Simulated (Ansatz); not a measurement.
Calculated with Ansatz (gas phase, PBE0-D4/def2-TZVP geometries, no zero-point term in ΔE). CCSD(T)/CBS adds triple-zeta CCSD(T) − MP2 to the extrapolated MP2 energy (def2 sets, frozen cores). This one scheme is used for every species. DFT in def2-TZVPP. B3LYP here is the variant with VWN-RPA as its local correlation; programs differ in this. HSE06 is defined as in plane-wave codes. Triplets are unrestricted, without spin–orbit coupling. One conformer a species, not always the lowest.

`C[O][Al]([CH3])[OH]` → `[CH2]` (triplet) + `[CH3][Al]([OH])[OH]`  (formal loss of a carbene)

```
             level  ΔE (kJ/mol)  difference from CCSD(T)/CBS
       LDA (SPW92)        448.5                         75.3
            PBE-D4        384.2                         11.0
         revPBE-D4        370.9                         -2.3
           BLYP-D4        375.3                          2.1
         r2SCAN-D4        355.1                        -18.1
            B97M-V        378.7                          5.5
           PBE0-D4        374.9                          1.7
          B3LYP-D4        374.8                          1.6
        r2SCANh-D4        353.0                        -20.2
        r2SCAN0-D4        350.4                        -22.8
          HSE06-D4        375.4                          2.2
          BHLYP-D4        363.8                         -9.4
      CAM-B3LYP-D4        379.1                          5.9
           ωB97X-V        390.8                         17.6
            B2PLYP        369.3                         -3.9
          PBE-QIDH        370.8                         -2.4
               PBE        378.8                          5.6
            revPBE        355.1                        -18.1
              PBE0        370.2                         -3.0
             B3LYP        366.3                         -6.9
           r2SCANh        351.3                        -21.9
           r2SCAN0        348.5                        -24.7
             HSE06        370.9                         -2.3
             BHLYP        357.4                        -15.8
         CAM-B3LYP        374.3                          1.1
           LC-ωPBE        365.8                         -7.4
       HF/def2-SVP        258.6                       -114.6
      MP2/def2-SVP        374.2                          1.0
     CCSD/def2-SVP        363.9                         -9.3
  CCSD(T)/def2-SVP        371.7                         -1.5
    MP2/def2-TZVPP        371.9                         -1.3
SCS-MP2/def2-TZVPP        378.3                          5.1
   CCSD/def2-TZVPP        355.1                        -18.1
CCSD(T)/def2-TZVPP        365.1                         -8.1
     HF/def2-QZVPP        241.8                       -131.4
    MP2/def2-QZVPP        376.7                          3.5
SCS-MP2/def2-QZVPP        384.3                         11.1
      HF/CBS(def2)        241.8                       -131.4
     MP2/CBS(def2)        380.0                          6.8
    CCSD/CBS(def2)        363.2                        -10.0
       CCSD(T)/CBS        373.2                            0
```

Largest T1 diagnostic among the species: 0.012.

Leaving LDA and LC-ωPBE aside and taking each functional with its dispersion term where it has one, the values spread over 40.5 kJ/mol, from r2SCAN0-D4 to ωB97X-V. LDA lies +69.6 kJ/mol from PBE without D4. From r2SCAN to r2SCAN0 (25 % exact exchange), in def2-TZVPP and without D4, ΔE moves by −5.0 kJ/mol.
